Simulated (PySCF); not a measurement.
**Identify the compound**

An unknown has the formula C$_{6}$H$_{6}$F$_{2}$. Its calculated NMR data are:

¹H NMR (400 MHz, computed): δ 6.09 (m, 1H), 6.06 (m, 1H), 5.51 (m, 1H), 5.42 (m, 1H), 3.02 (m, 1H), 2.84 (m, 1H).

¹³C{¹H} NMR (computed): δ 166.5 (C, dd, J = 332.1, 15.8 Hz), 138.8 (CH, d, J = 6.5 Hz), 133.1 (CH, dd, J = 17.8, 8.2 Hz), 111.1 (CH, dd, J = 16.5, 5.1 Hz), 82.3 (CH, dd, J = 226.9, 26.2 Hz), 31.2 (CH2, d, J = 3.4 Hz).

- B3LYP/pcJ-1 coupling constants (spin–dipole term only in couplings to heteroatoms)
- geometry from PBE0-D3(BJ)/def2-SVP
- σ from GIAO-B3LYP/pcSseg-1
- code: PySCF 2.14.0 with density-fitted response routines
- relativity neglected, no solvent model, single conformer

Chemical shifts δ = σref − σ; ¹H, ¹³C vs TMS, all at this level.

Problem. Which candidate is it?
A. C=C/C=C\C=C(F)F
B. FC1=CCC=C[C@@H]1F
C. F/C=C1C=C/1CCF

Solution. B. 

- Rings plus π bonds: 3 (1 ring in the answer).
- 6 carbon signals for 6 carbons: no two carbons are equivalent.
- Carbon types of the structure: 1 × C, 4 × CH, 1 × CH2, which accounts for all hydrogens.
- δC 166.5: fully substituted alkene carbon.
- δC 138.8, 133.1, 111.1: alkene CH; as expected for a trigonal carbon in a double bond.
- δC 82.3: allylic sp3 CH bonded to F; pulled downfield by the heteroatom.
- δH 5.42: hydrogen on an allylic sp3 CH bonded to F; its carbon carries F, hence the downfield position.
- δH 3.02, 2.84: hydrogen on an allylic sp3 CH2; allylic position.

The others: F/C=C1C=C/1CCF would give 4 signals for carbon-bound and other non-exchanging H, not 6; C=C/C=C\C=C(F)F has carbons computed at 168.7, 139.7, 136.1, 126.6, 125.1, 84.0.

C–F couplings over four or more bonds (about 3 Hz to the para carbon of a fluoroarene) are left out. Common functionals overestimate the size of one-bond C–F couplings by tens of Hz; these are unscaled. Multiplet labels drop couplings under 1 Hz and merge nearly equal ones. Unscaled 3J(H,H) at this level run about 10 % above measured values. Shifts are as computed. Against solution values, carbons near 30 ppm lie about +2 ppm off and those near 130 ppm about +6 ppm. Of 1211 compounds with measured shifts, 218 miss one by over three times the rms of a fit or turn the order of signals round; such compounds aren't used in these exercises.
